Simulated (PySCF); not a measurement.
Computed IR spectrum (relative IR intensity) of a molecule C₂H₇AlOS. Geometry: TPSSh-D3(BJ)/def2-SVP. The values are those of a single conformer. Method: TPSSh-D3(BJ)/def2-SVP (PySCF). Frequencies are harmonic and unscaled.

Lines under 2 % of the strongest are left out, and lines within 2 cm⁻¹ are merged.

ν (cm⁻¹): 74 (vw), 103 (vw), 202 (m), 232 (w), 428 (w), 595 (vw), 649 (m), 664 (m), 702 (s), 775 (m), 1179 (m), 1228 (m), 1236 (vs), 1491 (w), 1499 (vw), 2987 (m), 3062 (m), 3073 (m), 3105 (vw), 3124 (vw) (against the strongest line: vs over 80 %, s over 45 %, m over 15 %, w over 4 %, vw less)

### Question
Which molecule gave these data?
A) C[O][AlH][S]C
B) C[O][Al]([CH3])[SH]
C) C[S][Al]([CH3])[OH]

### Answer
B, C[O][Al]([CH3])[SH]
